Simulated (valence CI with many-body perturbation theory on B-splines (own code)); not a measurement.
# Se2+: key properties

Level of theory: valence CI with perturbative core correlation (CI+MBPT): four valence electrons over a frozen Dirac-Fock core [Ar] 3d10, radial functions for each j: 11 s, 11 p, 9 d, 7 f, 5 g, 2 h, 1 i, with the one-electron correlation potential Σ1 (screened to all orders), the two-electron term Σ2, the three-electron term Σ3, Breit, model QED; selected single and double excitations, second order for the rest, scaled by the run's own slope (own B-spline code, finite nucleus).

Set against measurement, 29 paired levels are off by 223 cm⁻¹ on average, the worst by 778. These come from a selection out of Moore, Atomic Energy Levels, vol. II, NSRDS-NBS 35 (1971 reprint of NBS Circular 467, 1952), an old analysis. Levels without a partner in it may be off by more. Among the levels kept, up to 460 cm⁻¹ of a level comes from second order outside the variational space, and about a tenth of that is noise between levels of different J, which matters for small intervals.

Rates and lifetimes use the calculated energies. Strong lines usually hold to 10 to 20 %, long lifetimes can be off by a factor of two.

(1) What is the ground level?

(2) What are the static dipole polarisabilities of the lowest levels?

(3) What is the ionisation energy?

(4) How is the term 3P of the ground level split?

(5) Name the longest-lived excited levels whose lifetime is computed, and their main decay.

## Answers

(1) 4s2 4p2 3P_0, composition 94 % 4s2 4p2 3P + 2 % 4s2 4p2 1S.

(2) 4s2 4p2 3P_0 9.06; 4s2 4p2 3P_1 9.15; 4s2 4p2 3P_2 9.23 (tensor -0.034); 4s2 4p2 1D_2 9.39 bohr³, of which the core gives 0.360.

(3) 31.665 eV; NIST lists 31.697 ± 0.019 eV (measured).

(4) J = 0 at 0.0, J = 1 at 1737, J = 2 at 3926 cm⁻¹.

(5) 4s2 4p2 3P_1 at 1737 cm⁻¹ lives 10.7 s, mostly by M1 to 4s2 4p2 3P_0; 4s2 4p2 3P_2 at 3926 cm⁻¹ lives 7.33 s, mostly by M1 to 4s2 4p2 3P_1; 4s2 4p2 1D_2 at 13012 cm⁻¹ lives 505 ms, mostly by M1 to 4s2 4p2 3P_2.
